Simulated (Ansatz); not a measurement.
Reaction (formal exchange of groups at the Si–F bond): `F[SiH]1CN1` + CH₄ → `C[SiH]1CN1` + H–F

Calculated with Ansatz (gas phase, PBE0-D4/def2-TZVP geometries, no zero-point term in ΔE). CCSD(T)/CBS is the MP2 limit (def2-TZVPP, def2-QZVPP) plus CCSD(T) − MP2 in def2-TZVPP, frozen cores. This one scheme is used for every species. Functionals use def2-TZVPP. B3LYP here is the variant with VWN-RPA as its local correlation; programs differ in this. HSE06 is defined as in plane-wave codes.

```json
{"level": "LDA (SPW92)", "ΔE (kcal/mol)": "31.5", "difference from CCSD(T)/CBS": "-1.4"}
{"level": "PBE-D4", "ΔE (kcal/mol)": "31.3", "difference from CCSD(T)/CBS": "-1.6"}
{"level": "revPBE-D4", "ΔE (kcal/mol)": "30.4", "difference from CCSD(T)/CBS": "-2.5"}
{"level": "r2SCAN-D4", "ΔE (kcal/mol)": "34.5", "difference from CCSD(T)/CBS": "1.6"}
{"level": "PBE0-D4", "ΔE (kcal/mol)": "31.7", "difference from CCSD(T)/CBS": "-1.2"}
{"level": "B3LYP-D4", "ΔE (kcal/mol)": "34.8", "difference from CCSD(T)/CBS": "1.9"}
{"level": "r2SCANh-D4", "ΔE (kcal/mol)": "34.4", "difference from CCSD(T)/CBS": "1.5"}
{"level": "r2SCAN0-D4", "ΔE (kcal/mol)": "34.2", "difference from CCSD(T)/CBS": "1.3"}
{"level": "HSE06-D4", "ΔE (kcal/mol)": "31.6", "difference from CCSD(T)/CBS": "-1.3"}
{"level": "BHLYP-D4", "ΔE (kcal/mol)": "36.1", "difference from CCSD(T)/CBS": "3.2"}
{"level": "CAM-B3LYP-D4", "ΔE (kcal/mol)": "36.0", "difference from CCSD(T)/CBS": "3.1"}
{"level": "ωB97X-V", "ΔE (kcal/mol)": "34.3", "difference from CCSD(T)/CBS": "1.4"}
{"level": "ωB97M-V", "ΔE (kcal/mol)": "34.1", "difference from CCSD(T)/CBS": "1.2"}
{"level": "B2PLYP", "ΔE (kcal/mol)": "35.5", "difference from CCSD(T)/CBS": "2.6"}
{"level": "PBE-QIDH", "ΔE (kcal/mol)": "32.9", "difference from CCSD(T)/CBS": "0.0"}
{"level": "PBE", "ΔE (kcal/mol)": "32.2", "difference from CCSD(T)/CBS": "-0.7"}
{"level": "revPBE", "ΔE (kcal/mol)": "32.4", "difference from CCSD(T)/CBS": "-0.5"}
{"level": "BLYP", "ΔE (kcal/mol)": "36.4", "difference from CCSD(T)/CBS": "3.5"}
{"level": "r2SCAN", "ΔE (kcal/mol)": "34.8", "difference from CCSD(T)/CBS": "1.9"}
{"level": "PBE0", "ΔE (kcal/mol)": "32.5", "difference from CCSD(T)/CBS": "-0.4"}
{"level": "B3LYP", "ΔE (kcal/mol)": "36.3", "difference from CCSD(T)/CBS": "3.4"}
{"level": "r2SCANh", "ΔE (kcal/mol)": "34.7", "difference from CCSD(T)/CBS": "1.8"}
{"level": "r2SCAN0", "ΔE (kcal/mol)": "34.5", "difference from CCSD(T)/CBS": "1.6"}
{"level": "HSE06", "ΔE (kcal/mol)": "32.4", "difference from CCSD(T)/CBS": "-0.5"}
{"level": "BHLYP", "ΔE (kcal/mol)": "37.3", "difference from CCSD(T)/CBS": "4.4"}
{"level": "LC-ωPBE", "ΔE (kcal/mol)": "33.8", "difference from CCSD(T)/CBS": "0.9"}
{"level": "RPA@PBE/def2-TZVPP", "ΔE (kcal/mol)": "33.0", "difference from CCSD(T)/CBS": "0.1"}
{"level": "HF/def2-SVP", "ΔE (kcal/mol)": "37.0", "difference from CCSD(T)/CBS": "4.1"}
{"level": "CCSD/def2-SVP", "ΔE (kcal/mol)": "34.0", "difference from CCSD(T)/CBS": "1.1"}
{"level": "CCSD(T)/def2-SVP", "ΔE (kcal/mol)": "33.5", "difference from CCSD(T)/CBS": "0.6"}
{"level": "HF/def2-TZVPP", "ΔE (kcal/mol)": "39.2", "difference from CCSD(T)/CBS": "6.3"}
{"level": "MP2/def2-TZVPP", "ΔE (kcal/mol)": "33.0", "difference from CCSD(T)/CBS": "0.1"}
{"level": "SCS-MP2/def2-TZVPP", "ΔE (kcal/mol)": "34.5", "difference from CCSD(T)/CBS": "1.6"}
{"level": "CCSD/def2-TZVPP", "ΔE (kcal/mol)": "33.9", "difference from CCSD(T)/CBS": "1.0"}
{"level": "CCSD(T)/def2-TZVPP", "ΔE (kcal/mol)": "33.1", "difference from CCSD(T)/CBS": "0.2"}
{"level": "HF/def2-QZVPP", "ΔE (kcal/mol)": "39.5", "difference from CCSD(T)/CBS": "6.6"}
{"level": "MP2/def2-QZVPP", "ΔE (kcal/mol)": "33.0", "difference from CCSD(T)/CBS": "0.1"}
{"level": "SCS-MP2/def2-QZVPP", "ΔE (kcal/mol)": "34.5", "difference from CCSD(T)/CBS": "1.6"}
{"level": "HF/CBS(def2)", "ΔE (kcal/mol)": "39.6", "difference from CCSD(T)/CBS": "6.7"}
{"level": "CCSD/CBS(def2)", "ΔE (kcal/mol)": "33.7", "difference from CCSD(T)/CBS": "0.8"}
{"level": "CCSD(T)/CBS", "ΔE (kcal/mol)": "32.9", "difference from CCSD(T)/CBS": "0"}
```

Largest T1 diagnostic among the species: 0.012.

From BLYP to BHLYP (50 % exact exchange), in def2-TZVPP and without D4, ΔE moves by +1.0 kcal/mol. In def2-TZVPP, CCSD(T) changes the Hartree–Fock value by −6.1 kcal/mol (the triples alone add −0.8 kcal/mol) and MP2 by −6.2 kcal/mol. The D4 term adds −1.5 kcal/mol with B3LYP and −0.8 kcal/mol with PBE0; it sums over pairs of atoms, weighted by their polarisabilities, and B3LYP, whose exchange is more repulsive, gets the larger term.
